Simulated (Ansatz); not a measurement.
C₂H₅FO₂Si, SMILES `CO[Si]1(F)CO1`, charge 0, multiplicity 1.

(1) Give a relaxed structure at PBE0-D4/def2-TZVP (the Gaussian-basis code of Ansatz). (Best estimate.)

Answers

(1) The calculation gave: 
Z-matrix (Å, degrees):
```
C
O 1 1.415
H 1 1.092 2 109.3
H 1 1.091 2 108.5 3 118.7
H 1 1.092 2 111.8 3 -121.0
Si 2 1.604 1 129.5 3 110.6
C 6 1.781 2 126.2 1 -147.9
F 6 1.585 2 108.4 1 10.0
O 6 1.620 2 119.1 1 148.3
H 7 1.087 6 122.8 2 -5.7
H 7 1.088 6 123.1 2 161.9
```
This is one stationary point; other conformers may exist.
